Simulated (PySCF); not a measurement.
Molecule: SMILES C=Cc1c[c-](F)cc1F, [C₇H₅F₂]-.

Bonds (- single, = double, # triple, : aromatic): C1=C2, C2-C3, C3=C4, C4-C5, C5-F6, C5-C7, C7=C8, C8-F9, C8-C3. C1 carries H10, H11; C2 carries H12; C4 carries H13; C7 carries H14. Formal charges: C5 -1.

Total charge -1. H10 is cis to C3; H11 is trans to C3.

Frames of a GFN2-xTB Langevin trajectory at 300 K; GIAO PBE0/pcSseg-1 shieldings in PySCF 2.14.0 with density-fitted response routines, gas phase, non-relativistic; equivalent atoms averaged within each frame.

δ = σ(ref) − σ, references computed at the same level: ¹³C (σ = 186.93 ppm), ¹H (σ = 31.72 ppm) against TMS; CFCl3 for ¹⁹F (σ = 170.95 ppm). The references are static minima.

Q: How do the shifts (ppm) fluctuate along the trajectory?

A: 
| time (fs) | C5 | C8 | C2 | C3 | C1 | C4 | C7 | F9 | F6 | H12 |
| --- | --- | --- | --- | --- | --- | --- | --- | --- | --- | --- |
| optimised geometry | 157.0 | 155.1 | 138.5 | 99.7 | 83.1 | 76.6 | 75.7 | -186.6 | -180.8 | 6.71 |
| 250 | 155.6 | 153.7 | 135.4 | 103.1 | 86.7 | 79.2 | 72.3 | -179.4 | -182.9 | 6.93 |
| 425 | 157.4 | 166.2 | 141.0 | 108.4 | 81.4 | 87.9 | 77.5 | -171.6 | -180.5 | 7.24 |
| 625 | 154.0 | 153.5 | 145.5 | 100.2 | 88.9 | 81.2 | 74.3 | -172.6 | -183.7 | 6.66 |
| 800 | 171.7 | 153.9 | 141.8 | 102.5 | 90.9 | 85.6 | 80.0 | -176.2 | -160.6 | 7.13 |
| 1000 | 160.0 | 165.4 | 143.3 | 104.2 | 86.7 | 79.7 | 80.7 | -172.2 | -175.7 | 7.18 |
| mean of frames | 159.7 | 158.5 | 141.4 | 103.7 | 86.9 | 82.7 | 77.0 | -174.4 | -176.7 | 7.03 |
| standard deviation | 7.0 | 6.6 | 3.8 | 3.0 | 3.6 | 3.8 | 3.6 | 3.3 | 9.5 | 0.23 |

5 frames give an uncertainty of the mean of about the standard deviation over 2.2 at best, since frames this close in time may not be independent; classical motion lacks zero-point vibration, and the reference would need the same averaging.
